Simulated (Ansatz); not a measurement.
Reaction: BN2H4 (SMILES N[B]N, doublet) → BN2H4 (SMILES [NH]BN, doublet)
Each species at its own B3LYP-D3(BJ)/def2-TZVP minimum (Ansatz, a quantum-chemistry and plane-wave program), one conformer.

Total energies in hartree (Ansatz). UHF or UKS for unpaired electrons; spin-orbit terms are left out. Correlated methods leave the cores frozen. No relativity.

```csv
species,HF/cc-pVTZ,CCSD(T)/cc-pVTZ,HF/cc-pVQZ,CCSD(T)/cc-pVQZ,CCSD(T)/cc-pVDZ,CCSDT(Q)/cc-pVDZ
"1: BN2H4 (SMILES N[B]N, doublet)",-135.99060,-136.53718,-136.00141,-136.58033,-136.38862,-136.39031
"2: BN2H4 (SMILES NB[NH], doublet)",-135.98940,-136.52588,-135.99986,-136.56764,-136.38153,-136.38332
```

Q: Work out the isomerisation energy (electronic) in kJ/mol: take Hartree-Fock from cc-pVQZ, extrapolate the CCSD(T) correlation energy as X^-3 (X = 3, 4), and add CCSDT(Q) - CCSD(T) in cc-pVDZ. 1 hartree = 2625.5 kJ/mol.

A: 
Species 1: correlation (64·(-0.57892) - 27·(-0.54658))/37 = -0.60252; step -0.00169; E1 = -136.00141 + (-0.60252) + (-0.00169) = -136.60562
Species 2: correlation (64·(-0.56778) - 27·(-0.53648))/37 = -0.59062; step -0.00179; E2 = -135.99986 + (-0.59062) + (-0.00179) = -136.59227
-1·E1 +1·E2 = 0.01335 hartree = 35.1 kJ/mol.
